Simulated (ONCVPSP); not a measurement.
**How hard is this N ONCV potential?**

- Element: nitrogen (N)
- Generator: ONCVPSP 4.0.1
- Type: optimised norm-conserving Vanderbilt (ONCV)
- Functional: PBE
- Relativity: scalar-relativistic
- Frozen core: [He]
- Valence charge: 5
- Reference configuration: 2s1 2p4
- Partial waves: 2s: rc 0.90 bohr, ncon 5, nbas 9, qcut 6.7 1/bohr, 2 projectors, debl 3.2 Ha; 2p: rc 2.20 bohr, ncon 3, nbas 7, qcut 6.8 1/bohr, 3 projectors, debl 3.5 Ha
- Local potential: polynomial inside 0.90 bohr (lpopt 5, dvloc0 2 Ha)
- Core correction: polynomial model core, fcfact 0.35

Problem. For each optimised wave give the share of its norm inside rc, the residual kinetic energy above qcut (Ha) and the cutoffs (Ha) for errors of 10, 1, 0.1 and 0.01 mHa per electron.

Solution.

```
         wave  norm inside rc  residual KE  10 mHa  1 mHa  0.1 mHa  0.01 mHa
           2s           0.252      4.6e-03    18.9   50.9    210.1     265.8
s projector 2           0.062      4.1e-03    17.6   63.0    323.4     375.7
           2p           0.838      1.1e-07    11.2   14.5     17.3      19.4
p projector 2           0.191      5.5e-06    15.0   18.2     20.4      23.2
p projector 3           0.133      4.8e-04    18.9   22.4     39.3      73.9
```

The occupied waves need 51 Ha and 210 Ha for 1 and 0.1 mHa. Its largest configuration-test error is +1007 meV.
